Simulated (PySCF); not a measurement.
Compound: C3H8FSi3 (doublet state).
SMILES with atom numbers: `[F:1][CH:2][C:3]#[C:4][SiH:5]([SiH3:6])[SiH3:7]` (hydrogens: H8 on C2; H9 on Si5; H10, H11, H12 on Si6; H13, H14, H15 on Si7)

Geometry (GFN2-xTB, Å), atoms numbered from 1 in this order:
```
atom  x, y, z in Å
F1     3.5459   -1.7822   -1.7440
C2     3.4048   -1.1826   -0.5419
C3     2.2217   -0.6797   -0.1477
C4     1.1373   -0.2162    0.2149
Si5   -0.4827    0.4678    0.7164
Si6   -1.0667    2.1615   -0.7742
Si7   -2.0219   -1.2769    0.8537
H8     4.3152   -1.1627    0.0341
H9    -0.2085    1.0256    2.0577
H10   -0.0849    3.2436   -0.8369
H11   -2.3431    2.7599   -0.3696
H12   -1.2427    1.6364   -2.1285
H13   -2.2257   -1.9073   -0.4508
H14   -3.3208   -0.7579    1.2945
H15   -1.6322   -2.3214    1.8003
```

The hyperfine couplings belong to this conformer and change with its torsions.

Theory: UKS B3LYP, pcH-1 on C F H Si, non-relativistic, mean-field spin-orbit, GIAO in PySCF 2.14.0. Isolated species at its GFN2-xTB geometry, gas phase. A GFN2-xTB geometry isn't a minimum of the functional, and hyperfine couplings can be far from their values at a DFT geometry. No stability test was run, so a lower SCF solution isn't excluded.

Problem. Break the g tensor into its mass correction, gauge correction and orbital-Zeeman/spin–orbit terms.

Solution. 
```json
{"Δg (ppm)": "relativistic mass correction", "1": "-183", "2": "-183", "3": "-183"}
{"Δg (ppm)": "gauge correction", "1": "-8", "2": "33", "3": "35"}
{"Δg (ppm)": "orbital Zeeman/spin–orbit", "1": "-12", "2": "1488", "3": "2788"}
{"Δg (ppm)": "total", "1": "-203", "2": "1339", "3": "2640"}
```

So g = 2.00212, 2.00366, 2.00496 and g_iso = 2.00358; the tensor is rhombic: the two nearest values differ by 46 % of g3 − g1. Axes: g2 points within 1° of the F1–C2 bond.

Problem. What are the electron Larmor frequencies g μB B/h along the three axes at 1200 mT?

Solution. 33.6265, 33.6524, 33.6743 GHz for g1, g2 and g3, a range of 47.7 MHz.

Problem. At 9.348 GHz, how far is the centre of the isotropic spectrum from where a free electron (g = 2.002319) resonates?

Solution. B = hν/(g μB) with μB/h = 13.99624 MHz/mT gives 333.56 mT for the free electron and 333.35 mT at g_iso, 0.21 mT lower.

Problem. Average each term over the three axes. Which is largest in size?

Solution. The orbital-Zeeman/spin–orbit term 1421, the mass correction -183 and the gauge correction 20 ppm, for a total of 1259 ppm. The orbital-Zeeman/spin–orbit term is the largest in size. The mass correction is the same along every axis, so the anisotropy comes from the other two: their spans along these axes are 43 (gauge) and 2799 ppm (orbital Zeeman/spin–orbit).

Problem. In a frozen sample, at which fields do the three g values resonate at 9.5, 34, 94 and 263 GHz (hyperfine left aside), and which band first spreads them over more than twice a line width of 0.3 mT?

Solution. 
```json
{"band": "X", "GHz": "9.5", "B(g3) mT": "338.54", "B(g2) mT": "338.76", "B(g1) mT": "339.02", "spread mT": "0.48"}
{"band": "Q", "GHz": "34.0", "B(g3) mT": "1211.61", "B(g2) mT": "1212.39", "B(g1) mT": "1213.33", "spread mT": "1.72"}
{"band": "W", "GHz": "94.0", "B(g3) mT": "3349.74", "B(g2) mT": "3351.91", "B(g1) mT": "3354.49", "spread mT": "4.76"}
{"band": "J", "GHz": "263.0", "B(g3) mT": "9372.14", "B(g2) mT": "9378.22", "B(g1) mT": "9385.44", "spread mT": "13.31"}
```

The spread grows in proportion to the frequency. Q band is the first where it exceeds 0.6 mT.

The Mulliken spin populations are largest on C2 (+0.66), C4 (+0.54) and C3 (-0.25). The positive populations add up to 1.32 and the negative ones to -0.32, together 2S = 1. The angles at C2 add up to 360.0°, so it is planar; its axial dipolar tensor and the negative coupling of its proton fit spin in a p orbital normal to that plane.

The HOMO–LUMO gaps are 4.69 eV among the α and 5.09 eV among the β orbitals.
